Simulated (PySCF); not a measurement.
## Polarisability and C₆ of S³⁺ (sulfur, charge +3)

[Ne] 3s2 3p1, 2P determinant. Computed with PySCF 2.14 in aug-cc-pVTZ-DK, with the spin-free X2C one-electron Hamiltonian (Gaussian nucleus). Coupled (time-dependent) response in atomic units; α is the mean over directions.

| method | mean α (bohr³) | α xx, yy, zz | C₆ (like pair) | S(−4) |
| --- | --- | --- | --- | --- |
| UHF | 5.501 | 5.760, 4.983, 5.760 | 14.80 | 14.54 |
| PBE | 5.266 | 5.495, 4.807, 5.495 | 13.88 | 12.97 |
| PBE0 | 5.321 | 5.564, 4.835, 5.564 | 14.10 | 13.28 |
| CAM-B3LYP | 5.247 | 5.472, 4.797, 5.472 | 13.81 | 12.83 |
| HSE06 | 5.288 | 5.527, 4.808, 5.527 | 13.98 | 13.06 |

S(−4) is the Cauchy moment in α(ω) = α(0) + S(−4) ω² + …

α(iu) at CAM-B3LYP:

```csv
u (hartree),α(iu) (bohr³)
0,5.247
0.0500,5.215
0.100,5.122
0.200,4.785
0.300,4.320
0.500,3.321
0.750,2.316
1.00,1.644
1.50,0.9196
2.00,0.5825
3.00,0.2982
5.00,0.1278
```

A single London oscillator, α(iu) = α/(1 + u²/ω²), gives C₆ = (3/4) ω α². Matching the computed C₆ needs ω = 4 × 13.81 / (3 × 5.247²) = 0.669 hartree.

For an ion, C₆ is the dispersion term alone; charge-induced terms of lower order in 1/R come first.

The components differ because the open shell of this determinant is not spherical; for a pure term their mean is the scalar polarisability.
